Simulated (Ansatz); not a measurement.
`[OH][AlH2]` + `[F][GeH3]` → `[F][GeH2][AlH2]` + H₂O at 600 K and 1 bar (formal exchange of groups at the Al–O bond).

Gas-phase electronic energies from Ansatz, PBE0-D4/def2-TZVP geometries. CCSD(T)/CBS is the MP2 limit (def2-TZVPP, def2-QZVPP) plus CCSD(T) − MP2 in def2-TZVPP, frozen cores. This one scheme is used for every species. For Ge outer-core shells are correlated without core-valence functions, which leaves a few kJ/mol of doubt a bond. Scalar relativity is left out up to krypton.

```csv
species,CCSD(T)/CBS energy (Eh),H − E (kJ/mol),S (J/(mol·K))
`[OH][AlH2]`,-319.03157,103.2,300.4
`[F][GeH3]`,-2177.72589,97.6,296.3
`[F][GeH2][AlH2]`,-2420.33314,132.0,402.8
H₂O,-76.37941,76.8,212.8
```

H − E and S are ideal-gas, rigid-rotor, harmonic terms from PBE0-D4/def2-TZVP. 1 Eh = 2625.50 kJ/mol, R = 8.31446 J/(mol·K).

Task: By hand: ΔE, ΔH, ΔS and ΔG.

Result: ΔE = (-2420.33314) + (-76.37941) − (-319.03157) − (-2177.72589) = 0.04491 Eh = 117.9 kJ/mol. Δ(H − E) = 132.0 + 76.8 − 103.2 − 97.6 = 8.0, so ΔH = 125.9 kJ/mol. ΔS = 402.8 + 212.8 − 300.4 − 296.3 = 18.9 J/(mol·K). ΔG = 125.9 − 600 × (18.9)/1000 = 114.6 kJ/mol.

Task: By hand: the equilibrium constant, and the temperature at which ΔG would vanish if ΔH and ΔS stayed fixed.

Result: log₁₀ K = −ΔG/(RT ln 10) = -10.0. ΔG = 0 at ΔH/ΔS = 6661 K, far beyond where these terms or the molecules hold.

ΔH outweighs TΔS. A doubt of 5 kJ/mol in ΔE shifts log₁₀ K by 0.4 here. These are equilibria of isolated gas molecules and say nothing of rates. Largest T1 diagnostic: 0.012 (customary marks: 0.02 for closed shells, 0.045 for open ones).
